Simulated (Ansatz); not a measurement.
Saddle point of SiH2Cl2O2, singlet (SiH₂Cl₂O₂ ([OH][Si]([OH])([Cl])[Cl]) → SiCl₂O ([O][Si]([Cl])[Cl]) + H₂O (still joined by a long Si–O bond); bonds formed: O2–H4; bonds broken: O3–H4; bonds weakened to dative contacts: Si1–O2), PBE0-D4/def2-TZVP structure:

| atom | x (Å) | y (Å) | z (Å) |
| --- | --- | --- | --- |
| Si1 | 0.3231 | 0.1317 | 0.5754 |
| O2 | -0.3600 | 0.0440 | -1.1231 |
| O3 | 1.2456 | -1.0472 | 0.1807 |
| H4 | 0.3524 | -0.7733 | -1.0365 |
| Cl5 | 0.9984 | 2.0153 | 0.8353 |
| Cl6 | -1.2872 | -0.1143 | 1.7916 |
| H7 | -1.2723 | -0.2561 | -1.2235 |

Energies are electronic, without zero-point energy. Barriers and step energies count from the start structure reached by relaxing down the imaginary mode; all methods use the PBE0-D4 structures, on which another method's saddle can fall below an end. Program: Ansatz 0.2.0. Basis: def2-TZVPP, with def2-QZVPP for the basis limit. Cores are frozen in the correlated methods. B3LYP uses VWN-RPA correlation. Extrapolation: Hartree–Fock as exp(−7.88 √X), correlation as X^−2.97.

```csv
method,barrier (kcal/mol),step energy (kcal/mol)
SPW92,44.70,46.05
PBE-D4,47.19,45.06
BLYP-D4,49.47,45.19
r2SCAN-D4,51.77,49.07
B97M-V,?,49.78
PBE0-D4,52.62,49.62
B3LYP-D4,53.61,49.04
r2SCAN0-D4,55.32,51.98
BHLYP-D4,59.49,53.75
CAM-B3LYP-D4,54.75,50.82
wB97X-V,54.59,50.75
wB97M-V,53.68,49.75
B2PLYP,53.43,49.24
PBE-QIDH,54.86,51.46
RPA on PBE,?,49.14
HF,67.79,58.81
MP2,?,49.42
CCSD,56.99,52.11
CCSD(T),54.43,50.37
```

(1) Fill in the withheld barriers. (An estimate is asked for; the value comes from the calculation.)

The T1 diagnostic stays at or below 0.014.

Results:

(1) By the calculation: B97M-V 54.58; MP2 52.99; RPA on PBE 53.08 kcal/mol. Each is the energy of the saddle less that of the start structure, by the same method.

For comparison, the barrier by CCSD(T) at an estimated basis limit (MP2 extrapolated from triple and quadruple zeta, plus CCSD(T) − MP2 in triple zeta) is 54.60 kcal/mol.

Labels in which every atom is bracketed show which atoms are joined, not bond orders.

For scale, one of the runs: CCSD(T)/def2-TZVPP, 216 basis functions, launched by `ansatz run in.yaml --threads 4 --pin off --events-out ev --progress --plain --max-ram 9574MiB`. Time: 86 s of wall clock on 4 CPU threads of an Arm Neoverse V1; the host was shared. Peak host memory: 3 GiB.
